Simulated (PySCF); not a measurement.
Isomerisation enthalpies of C6H12O2

**Experimental background.**

From CRC Handbook of Chemistry and Physics, for the gas at 298.15 K: enthalpy of formation of `COC(=O)C(C)(C)C` -491.2 kJ/mol; enthalpy of formation of `CCCCOC(C)=O` (butyl acetate) -485.3 kJ/mol; enthalpy of formation of `CCCCC(=O)OC` -471.1 kJ/mol.

How close the calculation comes is told at the end.

Differences of these values give the isomerisation enthalpies. Geometries: PBE0-D3(BJ)/def2-SVP; runs in PySCF, gas phase, with a dispersion term only where the level names one. Total electronic energies (Eh):

```csv
SMILES,PBE0-D3(BJ)/def2-SVP
COC(=O)C(C)(C)C,-385.61751
CCCCOC(C)=O,-385.61741
CCCCC(=O)OC,-385.61559
```

Geometry of `COC(=O)C(C)(C)C` (Å):
```
atom  x, y, z in Å
C1     2.5809    0.2787   -0.8111
O2     1.3574    0.3025   -0.1000
C3     0.2983   -0.2162   -0.7372
O4     0.3690   -0.6651   -1.8514
C5    -0.9586   -0.1648    0.1230
C6    -1.2230    1.2888    0.5331
C7    -0.7235   -1.0239    1.3722
C8    -2.1271   -0.7132   -0.6892
H9     2.8485   -0.7491   -1.0979
H10    2.5149    0.8842   -1.7274
H11    3.3388    0.6948   -0.1371
H12   -2.1353    1.3431    1.1471
H13   -1.3716    1.9304   -0.3492
H14   -0.3856    1.6949    1.1173
H15   -1.6213   -1.0099    2.0095
H16   -0.5184   -2.0711    1.1011
H17    0.1252   -0.6461    1.9595
H18   -3.0473   -0.6920   -0.0860
H19   -2.2919   -0.1176   -1.5986
H20   -1.9384   -1.7489   -1.0054
```

Geometry of `CCCCOC(C)=O` (Å):
```
atom  x, y, z in Å
C1    -2.8650   -0.2635    0.3745
C2    -2.1363    0.9396   -0.2082
C3    -0.6252    0.9279    0.0019
C4     0.0722   -0.2196   -0.7035
O5     1.4907   -0.0963   -0.6239
C6     2.0842   -0.6063    0.4633
C7     3.5760   -0.4445    0.4031
O8     1.4889   -1.1477    1.3581
H9    -3.9554   -0.1558    0.2719
H10   -2.6398   -0.3834    1.4464
H11   -2.5831   -1.2029   -0.1261
H12   -2.5406    1.8612    0.2420
H13   -2.3536    1.0175   -1.2889
H14   -0.1904    1.8712   -0.3683
H15   -0.3965    0.8680    1.0791
H16   -0.1583   -0.2144   -1.7795
H17   -0.2253   -1.1884   -0.2762
H18    3.8769    0.2809   -0.3616
H19    4.0236   -1.4220    0.1670
H20    3.9453   -0.1443    1.3924
```

Geometry of `CCCCC(=O)OC` (Å):
```
atom  x, y, z in Å
C1    -3.068    0.214   -0.786
C2    -1.663   -0.324   -0.572
C3    -1.069    0.081    0.771
C4     0.340   -0.442    0.999
C5     1.366    0.211    0.110
O6     1.209    1.235   -0.503
O7     2.514   -0.478    0.099
C8     3.561    0.078   -0.676
H9    -3.761   -0.145   -0.007
H10   -3.476   -0.094   -1.761
H11   -3.080    1.316   -0.754
H12   -1.003    0.038   -1.377
H13   -1.670   -1.426   -0.648
H14   -1.719   -0.280    1.586
H15   -1.052    1.181    0.844
H16    0.667   -0.256    2.037
H17    0.406   -1.533    0.861
H18    4.384   -0.646   -0.649
H19    3.235    0.247   -1.713
H20    3.891    1.041   -0.259
```

Zero-point and thermal terms are left out, so the computed numbers are electronic energies.

## Comparison

Relative to `COC(=O)C(C)(C)C`, the lowest by measurement, in kJ/mol (measured: enthalpies at 298.15 K; computed: electronic energies):

```tsv
SMILES	measured	PBE0-D3(BJ)/def2-SVP
COC(=O)C(C)(C)C	0.0	0.0
CCCCOC(C)=O	5.9	0.3
CCCCC(=O)OC	20.1	5.0
```

Measured values: -491.2 kJ/mol (298.15 K; CRC Handbook of Chemistry and Physics) for the first row; the others come from the same table. Mean unsigned miss over the other isomers: PBE0-D3(BJ)/def2-SVP 10.4 kJ/mol. One conformer stands for `COC(=O)C(C)(C)C`, `CCCCOC(C)=O` and `CCCCC(=O)OC`, not necessarily the lowest, while the measurement averages over conformers. Where a level misses, the cause wasn't examined.
